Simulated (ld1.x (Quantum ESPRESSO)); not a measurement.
## What one change does to a pseudopotential (Bi, TM)

| Item | Value |
| --- | --- |
| Element | bismuth |
| Generator | ld1.x (Quantum ESPRESSO) 7.5 |
| Type | norm-conserving Troullier–Martins (Kleinman–Bylander form) |
| Functional | PBE |
| Relativity | scalar-relativistic |
| Frozen core | [Xe] 4f14 5d10 |
| Valence charge | 5 |
| Reference configuration | 6s2 6p2 (charge +1) |
| Partial waves | 6p (bound): rc 1.90 bohr; 6s (bound): rc 1.40 bohr |
| Local potential | the s channel |
| Core correction | Bessel-smoothed model core inside 1.40 bohr |

Change: all radii but the core radius scaled by about 1.10 (s 1.54, p 2.08 bohr).

Cutoffs: the cutoffs (Ry, on a coarse ladder) from which the occupation-weighted sum of valence levels, in a spherical-Bessel basis at the reference potential, stays within 10 and 1 mRy of its value at 400 Ry; they do not see the model core or the augmentation charge, which bear on the density cutoff. Errors are all-electron minus pseudo energies relative to the spin-unpolarised reference configuration.

Question: What does the change do?

Answer: The potential gets softer (110 Ry and 180 Ry → 50 Ry and 110 Ry); the bound ghosts move from d, p to d; of the 7 tests that both files solve, the error grows in 0 and shrinks in 1 by more than 15 % and 0.3 meV (median size 30.3 → 31.6 meV). A larger radius leaves more room for a smooth pseudo-wave, so fewer plane waves are needed.

| quantity | base | changed |
| --- | --- | --- |
| cutoff, loose | 110 Ry | 50 Ry |
| cutoff, tight | 180 Ry | 110 Ry |
| loose cutoff by channel (10 mRy a level) | p 25 Ry, s 90 Ry | p 10 Ry, s 35 Ry |
| bound ghosts | p, d | d |
| error for 6s2 6p3, meV [ΔE -7.91 eV] | -4.1 | -4.1 |
| error for 6s2 6p1, meV [ΔE 15.25 eV] | -30 | -32 |
| error for 6s2 6p0, meV [ΔE 38.59 eV] | -151 | -162 |
| error for 6s2 6p2.5, meV [ΔE -4.82 eV] | -0.5 | -0.6 |
| error for 6s0 6p5, meV [ΔE 12.59 eV] | -173 | -121 |
| error for 6s2 6p3.3, meV [ΔE -9.01 eV] | -6.2 | -6.1 |
| error for 6s1 6p3, meV [ΔE 10.82 eV] | -42 | -39 |

 A true bound ghost makes a file unfit for plane-wave use even where its test errors are small: the radial tests pick states by their node count and pass the ghost by.
